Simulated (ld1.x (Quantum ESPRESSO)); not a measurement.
Ranking RRKJ potentials for B (Z = 5)

All share these settings but for the change named:

- Element: B
- Generator: ld1.x (Quantum ESPRESSO) 7.5
- Type: norm-conserving RRKJ (Kleinman–Bylander form)
- Functional: LDA (PZ)
- Relativity: non-relativistic
- Frozen core: [He]
- Valence charge: 3
- Reference configuration: 2s2 2p1
- Partial waves: 2s (bound): rc 1.20 bohr; 2p (bound): rc 2.35 bohr; 3d channel at 0.25 Ry: rc 2.00 bohr
- Local potential: all-electron potential smoothed inside 1.20 bohr (lloc = -1)
- Core correction: Bessel-smoothed model core inside 0.55 bohr
- rho0: 0.001

Cutoff: the first of the cutoffs (Ry, on a coarse ladder) from which the occupation-weighted sum of valence levels, in a spherical-Bessel basis at the reference potential, stays within 10 and 1 mRy of its value at 400 Ry; the density cutoff is not measured.

The base gives 40 Ry.

Of 9 variants that were run, those that failed, showed a ghost or another fault, or gave nearly equal values are left out.

A variant can come out equal or close to the base.

**Question.** Rank these variants from softest to hardest (loose cutoff).
A. all radii but the core radius scaled by about 0.90 (s 1.08, p 2.10, d 1.80 bohr); local potential all-electron potential smoothed inside 1.08 bohr (lloc = -1)
B. all radii but the core radius scaled by about 1.07 (s 1.28, p 2.52, d 2.14 bohr); local potential all-electron potential smoothed inside 1.28 bohr (lloc = -1)
C. all radii but the core radius scaled by about 0.97 (s 1.16, p 2.28, d 1.94 bohr); local potential all-electron potential smoothed inside 1.16 bohr (lloc = -1)
D. all radii but the core radius scaled by about 1.24 (s 1.48, p 2.92, d 2.48 bohr); local potential all-electron potential smoothed inside 1.48 bohr (lloc = -1)

**Answer.** D (35 Ry), B (40 Ry), C (50 Ry), A (90 Ry).
